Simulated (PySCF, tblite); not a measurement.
Isomers of [C6H8O]+ (charge +1 and doublet state), one GFN2-xTB conformer each. Single-point energies are computed at B3LYP/pcH-1 (PySCF, gas phase, no added dispersion term), electronic only. GFN2-xTB treats the open shell by occupation alone, and not every SCF solution was tested for stability.

```tsv
SMILES	GFN2-xTB relative energy (kcal/mol)
[CH2+][C](C=C=O)CC	0.0
CC(C)/[C+]=[C]/C=O	34.4
C=CC(=O)C[CH][CH2+]	23.5
```

Conformers: `[CH2+:1][C:2]([CH:3]=[C:4]=[O:5])[CH2:6][CH3:7]` (charge +1 and doublet state) with H–C1–C2–C3 0° and 180°, C1–C2–C3–C4 0°, C1–C2–C6–C7 180°; `[CH2:1]=[CH:2][C:3](=[O:4])[CH2:5][CH:6][CH2+:7]` (charge +1 and doublet state) with C1–C2–C3–O4 -14°, C2–C3–C5–C6 -154°, C3–C5–C6–C7 119°, C5–C6–C7–H -8° and 170°.

What does B3LYP/pcH-1 give for the same structures?

```
             SMILES  B3LYP/pcH-1 E (Eh)  B3LYP/pcH-1 (kcal/mol)  GFN2-xTB (kcal/mol)  point group
 [CH2+][C](C=C=O)CC          -308.36140                     0.0                  0.0           Cs
C=CC(=O)C[CH][CH2+]          -308.32479                    23.0                 23.5           C1
 CC(C)/[C+]=[C]/C=O          -308.26802                    58.6                 34.4           Cs
```

Both levels put the same isomer lowest; measured from each level's own lowest isomer, the values differ by up to 24.2 kcal/mol (CC(C)/[C+]=[C]/C=O: 34.4 against 58.6). 

What happens when harmonic zero-point energies from GFN2-xTB frequencies are added?

| SMILES | ZPE (kcal/mol) | electronic (kcal/mol) | with ZPE (kcal/mol) |
| --- | --- | --- | --- |
| [CH2+][C](C=C=O)CC | 74.3 | 0.0 | 0.0 |
| C=CC(=O)C[CH][CH2+] | 72.9 | 23.0 | 21.6 |
| CC(C)/[C+]=[C]/C=O | 72.6 | 58.6 | 56.9 |

The zero-point energies span 1.7 kcal/mol. The order is unchanged.
